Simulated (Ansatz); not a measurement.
`N[CH]([SiH3])[InH2]` + `CO[SiH3]` → `C[O][InH2]` + `NC([SiH3])[SiH3]`  (redistribution)

Calculated with Ansatz (gas phase, PBE0-D4/def2-TZVP geometries, no zero-point term in ΔE). CCSD(T)/CBS adds triple-zeta CCSD(T) − MP2 to the extrapolated MP2 energy (def2 sets, frozen cores). Functionals use def2-TZVPP. Elements past krypton have def2 core potentials. For In outer-core shells are correlated without core-valence functions, which leaves a few kJ/mol of doubt a bond. Each species was taken in one conformer, which may not be the lowest.

`N[CH]([SiH3])[InH2]`:

```xyz
12

N     0.130   -1.455   -0.918
C    -0.039   -0.040   -0.586
Si    1.504    0.639    0.222
In   -1.801    0.483    0.627
H     0.320   -2.006   -0.090
H    -0.701   -1.850   -1.341
H    -0.151    0.531   -1.516
H     2.728    0.463   -0.607
H     1.733   -0.060    1.522
H     1.302    2.087    0.511
H    -2.403    2.089    0.851
H    -2.620   -0.882    1.324
```

`CO[SiH3]`:

Z-matrix (Å, degrees):
```
C
O 1 1.408
H 1 1.091 2 108.3
H 1 1.096 2 111.5 3 119.2
H 1 1.096 2 111.5 3 -119.2
Si 2 1.642 1 122.4 3 -179.7
H 6 1.481 2 106.5 1 179.8
H 6 1.490 2 110.9 1 59.7
H 6 1.490 2 110.9 1 -60.1
```

`C[O][InH2]`:

```xyz
8

C    -0.285   -1.116   -0.576
O    -0.793    0.125   -0.182
In    0.281    1.513    0.750
H    -0.854   -1.929   -0.106
H     0.774   -1.264   -0.317
H    -0.376   -1.239   -1.664
H     1.897    1.009    1.012
H    -0.645    2.902    1.083
```

`NC([SiH3])[SiH3]`:

Cartesian coordinates in Å:
```
N -0.008 -0.624 1.565
C -0.192 0.301 0.434
Si -1.299 -0.400 -0.925
Si 1.504 0.839 -0.182
H 0.482 -1.460 1.269
H -0.900 -0.925 1.942
H -0.660 1.219 0.811
H -1.606 0.589 -1.995
H -2.577 -0.860 -0.310
H -0.632 -1.583 -1.537
H 2.235 1.602 0.861
H 2.293 -0.375 -0.531
H 1.360 1.679 -1.402
```

Problem. Is it downhill or uphill in electronic energy at CCSD(T)/CBS, and by how much? (Best estimate.)

Solution. Computed: Uphill: ΔE = +7.5 kcal/mol.

Problem. What do these levels give: r2SCAN-D4, B97M-V, PBE0-D4, ωB97M-V, revPBE, BLYP, r2SCAN, BHLYP, MP2/def2-SVP, CCSD/def2-TZVPP, MP2/def2-QZVPP, MP2/CBS(def2)? (An estimate is asked.)

Solution. Ansatz gave: r2SCAN-D4 6.3, B97M-V 6.0, PBE0-D4 6.6, ωB97M-V 7.2, revPBE 5.2, BLYP 6.2, r2SCAN 6.4, BHLYP 8.8, MP2/def2-SVP 4.6, CCSD/def2-TZVPP 8.3, MP2/def2-QZVPP 8.5, MP2/CBS(def2) 8.4 kcal/mol.

Largest T1 diagnostic among the species: 0.017.

At CCSD(T), def2-SVP lies −3.1 kcal/mol from the extrapolated value and def2-TZVPP +0.3 kcal/mol. Leaving LDA and LC-ωPBE aside and taking each functional with its dispersion term where it has one, the values, not all of them listed here, spread over 4.3 kcal/mol, from revPBE-D4 to BHLYP-D4. From r2SCAN to r2SCAN0 (25 % exact exchange), in def2-TZVPP and without D4, ΔE moves by +1.3 kcal/mol.
